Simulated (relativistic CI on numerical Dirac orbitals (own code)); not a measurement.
# One change at a time: La9+

Base calculation: Dirac-Coulomb-Breit CI, separate exchange-only KLI orbitals for each configuration, model QED (radiative potential, 1s self-energy scaled to tabulated hydrogen-like ionisation energies), unscaled Slater integrals.

Configurations in the expansion (outside the closed core [Kr]): 4d10.5s2, 4d10.5s.5p, 4d10.5s.4f, 4d10.5s.5d, 4d10.5s.5f, 4d10.5p.5d, 4d10.4f.5d, 4d10.5s.5g, 4d9.5s2.4f, 4d10.5s.6s, 4d10.5p2, 4d9.4f.5p2, 4d10.4f2, 4d9.4f3, 4d10.4f.5p, 4d9.4f2.5p. Double excitations out of closed p, d and f shells are left out; levels of such configurations are missing from the list, as are those of other unlisted configurations, and high levels can miss mixing partners.

Variants: (1) configuration mixing switched off; (2) non-relativistic limit. Shifts of the energy above 4d10.5s2 1S_0, in cm⁻¹, for the lowest level and the first level of each name with at least 55 % of one term (blank where a level changes its place among those of its configuration and J or its character, or is not in the variant):

| Level | Base | Δ(1) | Δ(2) |
| --- | --- | --- | --- |
| 4d10.5s2 1S_0 | 0 | 0 | 0 |
| 4d10.5s.5p 3P°_0 | 114799 | -881 | -7746 |
| 4d10.5s.5p 3P°_1 | 121296 | +176 | -14243 |
| 4d10.5s.5p 3P°_2 | 144775 | -525 | -37722 |
| 4d10.5s.5p 1P°_1 | 178779 | +18839 | -31903 |
| 4d10.5s.4f 3F°_2 | 197695 | +1724 | -58082 |
| 4d10.5s.4f 3F°_3 | 198377 | +1714 | -58763 |
| 4d10.5s.4f 3F°_4 | 199503 | +1684 | -59890 |
| 4d10.5s.4f 1F°_3 | 207115 | +2695 | -60441 |
| 4d10.5p2 3P_0 | 294404 | -8640 | -28354 |
| 4d10.5p2 1D_2 | 313223 |  | -48450 |
| 4d10.5p2 3P_1 | 313873 | -7696 | -47822 |
| 4d10.5p2 3P_2 | 341524 |  | -75474 |
| 4d10.4f.5p 3G_3 | 347577 | -7764 |  |

At this charge transitions that keep the count of f electrons are usually good to a few per cent. Levels and lines within the n = 5 or 6 shells can be off by up to 10 % or somewhat more, and those that change n by about 2 %, since core polarisation is missing. Levels that differ in their count of f electrons can be misplaced by several ten thousand cm⁻¹, since the correlation energy of f electrons is missing or only estimated; rates across such gaps can be off by orders of magnitude.

Ionisation energy from one configuration of each of the two ions, the ground ones as tabulated or assumed: base 149.725 eV. The NIST ASD value (semi-empirical) is 151.4 ± 0.7 eV.

LS names give the leading component of a level, which can be under half, so a name can repeat, a term be missing and a line seem to break the LS rules.
